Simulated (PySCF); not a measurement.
One of the candidates below gave these computed data.

All candidates are C7H14Si2.

* 1H NMR: chemical shifts (computed TMS as zero) by class: 4.40 (2 H), 4.24 (2 H), 1.32 (3 H), 0.85 (2 H), 0.72 (2 H), 0.25 (2 H), -0.05 (1 H) ppm [GIAO PBE0/pcSseg-1]
* NMR, other nuclei: isotropic shieldings of nuclei other than C and H, by class: 407 (1 Si), 413 (1 Si) ppm [GIAO PBE0/pcSseg-1]
* Dipole: 1.21 D [PBE0/pcSseg-1]
* Rotational structure: rotational constants A, B, C: 2.010, 0.435, 0.372 GHz [GFN2-xTB]
* 13C NMR: chemical shifts (computed TMS as zero) by class: 117.8 (1 C), 116.6 (1 C), 11.4 (1 C), 8.4 (1 C), 3.9 (2 C), -3.5 (1 C) ppm [GIAO PBE0/pcSseg-1]

Electronic properties: PySCF, gas phase, density fitting. Levels stand in brackets. The structure is a single GFN2-xTB conformer in the gas phase; no vibrational or solvent corrections. Each NMR value is the plain mean over a class of atoms that symmetry, rotation or inversion makes alike.

Question: Which candidate is it?
A. `[SiH3]CC1=C[SiH2][C@H]2C[C@@H]1C2`
B. `C=C[SiH2][C@@H](C)C1=C[SiH2]C1`
C. `C#C/C=C(/C[SiH3])[SiH](C)C`
D. `CC[SiH2]C#C[SiH2]C1CC1`

Answer: D. It is `CC[SiH2]C#C[SiH2]C1CC1`. Numbering: `[CH3:1][CH2:2][SiH2:3][C:4]#[C:5][SiH2:6][CH:7]1[CH2:8][CH2:9]1`. Its formula, C7H14Si2, gives 3 degrees of unsaturation: 1 ring and 2 π bonds in the structure found. 7 carbons fall into 6 classes; from least to most shielded: alkyne carbon [C5] (117.8 ppm), alkyne carbon [C4] (116.6 ppm), methyl carbon [C1] (11.4 ppm), chain sp3 carbon bound to silicon [C2] (8.4 ppm), three-membered-ring carbon [C8/C9] (3.9 ppm, 2 C), ring sp3 carbon bound to silicon [C7] (-3.5 ppm). Hydrogen classes from least to most shielded: 2 H on an SiH2 silicon, Si3 (4.40 ppm), 2 H on an SiH2 silicon, Si6 (4.24 ppm, a mean of values up to 1.0 ppm apart in this geometry), 3 H on a methyl carbon, C1 (1.32 ppm, a mean of values up to 0.6 ppm apart in this geometry), 2 H on an sp3 carbon bound to silicon, C2 (0.85 ppm), 2 H on 2 three-membered-ring carbons, C8/C9 (0.72 ppm), 2 H on 2 three-membered-ring carbons, C8/C9 (0.25 ppm), 1 H on an sp3 carbon bound to silicon, C7 (-0.05 ppm). The other shieldings belong to: 407 ppm, SiH2 silicon [Si6]; 413 ppm, SiH2 silicon [Si3]. The optimised geometry has point group C1 and is an asymmetric top.

The others, at the same levels:
- `C#C/C=C(/C[SiH3])[SiH](C)C` fails: its computed 13C shifts are 167.6 (1 C), 124.1 (1 C), 92.9 (1 C), 88.0 (1 C), 27.1 (1 C), -4.0 (2 C) ppm, 1H shifts are 6.30 (1 H), 4.48 (1 H), 3.86 (3 H), 2.94 (1 H), 2.08 (2 H), 0.43 (6 H) ppm and rotational constant A is 1.427 GHz (against 2.010 GHz).
- `C=C[SiH2][C@@H](C)C1=C[SiH2]C1` fails: it has 7 carbon classes against 6; its computed 13C shifts are 179.3 (1 C), 143.0 (1 C), 140.2 (1 C), 130.1 (1 C), 34.1 (1 C), 16.9 (1 C), 16.2 (1 C) ppm, 1H shifts are 6.58 (1 H), 6.44 (1 H), 6.23 (1 H), 5.69 (1 H), 4.88 (1 H), 4.86 (1 H), 4.39 (1 H), 4.17 (1 H), 2.44 (1 H), 1.92 (1 H), 1.75 (1 H), 1.36 (3 H) ppm and rotational constant A is 1.552 GHz (against 2.010 GHz).
- `[SiH3]CC1=C[SiH2][C@H]2C[C@@H]1C2` fails: its computed 13C shifts are 182.8 (1 C), 109.6 (1 C), 41.6 (1 C), 36.4 (2 C), 30.2 (1 C), 16.1 (1 C) ppm, 1H shifts are 5.38 (1 H), 4.55 (2 H), 3.86 (3 H), 2.64 (2 H), 2.35 (1 H), 1.99 (2 H), 1.79 (1 H), 1.69 (2 H) ppm and rotational constant A is 2.208 GHz (against 2.010 GHz).

Each candidate is one conformer, not necessarily the lowest. Dipoles, sizes and rotational constants follow the conformer. The torsions of the flexible species, by atom-mapped SMILES:
- `[CH3:1][CH2:2][SiH2:3][C:4]#[C:5][SiH2:6][CH:7]1[CH2:8][CH2:9]1`: C1–C2–Si3–C4 61°, C5–Si6–C7–C8 159°
- `[CH:1]#[C:2]/[CH:3]=[C:4](/[CH2:5][SiH3:6])[SiH:7]([CH3:8])[CH3:9]`: C3–C4–C5–Si6 -94°, C3–C4–Si7–C8 -62°
- `[CH2:1]=[CH:2][SiH2:3][C@@H:4]([CH3:5])[C:6]1=[CH:7][SiH2:8][CH2:9]1`: C1–C2–Si3–C4 -142°, C2–Si3–C4–C5 -176°, Si3–C4–C6–C7 99°

The conformers of `[SiH3]CC1=C[SiH2][C@H]2C[C@@H]1C2` aren't listed.
